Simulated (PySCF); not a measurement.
BCl2H2N. Atoms are numbered in the order given.

```xyz
6

B      0.0000     0.0000    -0.3493
Cl     0.0000     1.5254     0.5437
Cl     0.0000    -1.5254     0.5437
N      0.0000     0.0000    -1.7398
H      0.0000    -0.8557    -2.2805
H      0.0000     0.8557    -2.2805
```
Charge 0, spin multiplicity 1.

The structure is a stationary point at ωB97X-D3(BJ)/def2-SVP. Other conformers were not sampled.

Calculation: TDDFT-LC-ωPBE/def2-SVPD run with PySCF.

Vertical excitations. Gas-phase values at a fixed geometry. State labels are in the subgroup C2v.

Computed lowest excited states:
```csv
state,symmetry,energy (eV),λ (nm),f,main pairs
S1,A2,7.74,160,0.000,HOMO−1→LUMO+1 97 %
S2,A1,8.04,154,0.225,HOMO→LUMO+1 95 %
S3,B1,8.08,153,0.004,HOMO→LUMO 81 %
S4,B1,8.37,148,0.000,HOMO−3→LUMO+1 96 %
S5,B2,8.54,145,0.126,HOMO−2→LUMO+1 92 %
S6,B2,8.81,141,0.088,HOMO−1→LUMO 79 %
S7,A2,9.10,136,0.000,HOMO−2→LUMO 70 %
S8,A2,9.27,134,0.000,HOMO→LUMO+4 71 %
S9,A1,9.41,132,0.170,"HOMO−3→LUMO 58 %, HOMO−1→LUMO+3 23 %"
S10,B1,9.42,132,0.053,"HOMO→LUMO+2 44 %, HOMO→LUMO+9 13 %, HOMO−2→LUMO+3 10 %, HOMO→LUMO+7 9 %"
T1,A1,6.44,192,0,HOMO→LUMO+1 89 %
T2,A2,7.57,164,0,HOMO−1→LUMO+1 96 %
T3,B2,7.76,160,0,HOMO−2→LUMO+1 95 %
T4,B1,7.77,160,0,HOMO→LUMO 74 %
```
Triplets are in the Tamm–Dancoff approximation, which puts them higher than full response would, so one can lie above its singlet here.
